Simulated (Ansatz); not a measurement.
Several settings on one geometry of CrS₂⁻ (the lowest doublet isomer of a short search) (that of the charge -1 doublet, PBE0-D4/def2-TZVPD). Ansatz on 4 threads of Intel Xeon 6975P-C on a shared host; times are rough.

```xyz
3

Cr   -0.188    0.205    0.267
S     1.358    1.405   -0.404
S    -1.170   -1.611    0.137
```

Totals from different functionals, basis sets or treatments of relativity can't be compared as stabilities.

At PBE0-D4/def2-TZVPD a quartet lies 1.20 eV below the doublet of charge -1, at its own geometry.

(1) Give the basis size and estimate the energy, ⟨S²⟩ and time of these runs.

| run | method | charge | state | further keys |
| --- | --- | --- | --- | --- |
| 1 | UKS r2SCAN50-D4/def2-SVP | -1 | doublet | scf: {omitted_lower_state_checks: [starts]} |
| 2 | UKS revPBE0-D3(BJ)/cc-pVDZ | -1 | doublet | scf: {lower_state_search: full}; forces asked |
| 3 | UKS r2SCAN50/def2-TZVP | -1 | doublet | fitting: {mean_field: def2-universal-jkfit}; scf: {omitted_lower_state_checks: [starts]}; forces asked |

Results:

(1) 
```json
{"run": "1", "functions": "67", "energy (Eh)": "-1840.3487", "⟨S²⟩": "1.97", "wall time": "4.8 s"}
{"run": "2", "functions": "79", "energy (Eh)": "-1840.7236", "⟨S²⟩": "1.80", "wall time": "20 s"}
{"run": "3", "functions": "119", "energy (Eh)": "-1840.7788", "⟨S²⟩": "1.87", "wall time": "17 s"}
```

The highest occupied level of an anion often lies above zero with these methods, and sets without diffuse functions describe the outer electron poorly. At UKS r2SCAN50-D4/def2-SVP, UKS revPBE0-D3(BJ)/cc-pVDZ, UKS r2SCAN50/def2-TZVP the charge -1 doublet is spin-contaminated (final ⟨S²⟩ up to 1.97, 0.75 for a pure state).
